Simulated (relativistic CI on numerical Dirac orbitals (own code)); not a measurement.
## What each ingredient does to the levels of Ir V

Base calculation: Dirac-Coulomb-Breit CI, separate exchange-only KLI orbitals for each configuration, model QED (radiative potential, 1s self-energy scaled to tabulated hydrogen-like ionisation energies), valence Slater integrals scaled by 0.85, P86 correlation energy added to each configuration.

Configurations in the expansion (outside the closed core [Kr] 4d10 4f14): 5s2 5p6 5d5, 5s2 5p6 5d4 6s, 5s2 5p6 5d4 6p, 5s2 5p6 5d4 5f, 5s2 5p6 5d3 6s2, 5s2 5p6 5d4 5g, 5s2 5p6 5d3 6s 6p, 5s2 5p6 5d4 7s, 5s2 5p6 5d4 6d, 5s2 5p6 5d3 5f2, 5s2 5p5 5d6, 5s2 5p6 5d4 7p, 5s2 5p6 5d4 7d, 5s2 5p6 5d4 8s, 5s2 5p6 5d4 6f, 5s2 5p6 5d3 6p2, 5s2 5p6 5d3 5g2, 5s2 5p6 5d4 8p, 5s2 5p6 5d3 6s 6d, 5s2 5p6 5d4 8d, 5s2 5p6 5d3 5f 6s, 5s2 5p6 5d3 6p 6d, 5s 5p6 5d6. Levels of other configurations are missing.

Variants: (1) valence Slater integrals scaled by 0.75; (2) QED terms removed; (3) only the first 3 configurations. Shifts of the energy above 5s2 5p6 5d5 6S_5/2, in cm⁻¹, for the lowest level and the first level of each name with at least 55 % of one term (blank where a level changes its place among those of its configuration and J or its character, or is not in the variant):

| Level | Base | Δ(1) | Δ(2) | Δ(3) |
| --- | --- | --- | --- | --- |
| 5s2 5p6 5d5 6S_5/2 | 0.0 | 0.0 | 0.0 | 0.0 |
| 5s2 5p6 5d5 4G_7/2 | 22504.5 | -2616.5 | +1.6 | +36.3 |
| 5s2 5p6 5d5 4G_11/2 | 23877.6 | -2628.2 | -2.9 | -162.6 |
| 5s2 5p6 5d5 4G_9/2 | 24774.1 | -2521.1 | -7.9 | -95.2 |
| 5s2 5p6 5d5 4P_1/2 | 25789.4 | -2613.5 | -7.8 | +580.7 |
| 5s2 5p6 5d5 4D_7/2 | 29489.2 | -2664.0 | -17.3 | +270.6 |
| 5s2 5p6 5d5 4D_1/2 | 33124.9 | -2591.2 | -29.3 | +490.3 |
| 5s2 5p6 5d5 2I_11/2 | 34676.8 | -3391.2 | -13.0 | -439.1 |
| 5s2 5p6 5d5 2I_13/2 | 38163.2 | -3514.1 | -20.9 | -585.2 |
| 5s2 5p6 5d5 2S_1/2 | 51009.7 | -4715.4 | -27.4 | +982.4 |
| 5s2 5p6 5d5 2H_11/2 | 52224.3 | -3977.0 | -49.3 | -38.8 |
| 5s2 5p6 5d5 2P_3/2 | 73150.4 | -7519.6 | -22.8 | +1415.5 |
| 5s2 5p6 5d5 2P_1/2 | 77091.0 | -7166.2 | -42.8 | +1367.7 |
| 5s2 5p6 5d4 6s 6D_1/2 | 81670.7 | -1430.3 | -367.1 | -1322.7 |
| 5s2 5p6 5d4 6s 6D_3/2 | 85343.2 | -994.3 | -384.5 | -1384.0 |
| 5s2 5p6 5d4 6s 6D_5/2 | 88923.1 | -903.8 | -401.8 | -1407.8 |
| 5s2 5p6 5d4 6s 6D_7/2 | 92002.2 | -1011.6 | -408.5 | -1393.4 |
| 5s2 5p6 5d4 6s 6D_9/2 | 94572.5 | -1310.3 | -408.9 | -1345.9 |
| 5s2 5p6 5d4 6s 4D_3/2 | 103812.5 | -3208.2 | -364.5 | +409.4 |
| 5s2 5p6 5d4 6s 4H_11/2 | 111057.8 | -3100.2 | -404.9 | -1207.6 |
| 5s2 5p6 5d4 6s 4F_3/2 | 111677.3 | -3354.0 | -399.7 | -830.5 |
| 5s2 5p6 5d4 6s 4H_13/2 | 113519.9 | -3213.2 | -409.2 | -1180.4 |

At this charge configurations can still be misplaced by up to about 7 % of their energy. Levels and lines within the n = 5 or 6 shells can be off by up to 10 % or somewhat more, and those that change n by about 2 %, since core polarisation is missing.

Ionisation energy from the two ground configurations alone: base 57.9 eV; valence Slater integrals scaled by 0.75 57.63 eV. The NIST ASD value (theoretical) is 57 eV.

LS names give the leading component of a level, which can be under half, so a name can repeat, a term be missing and a line seem to break the LS rules.
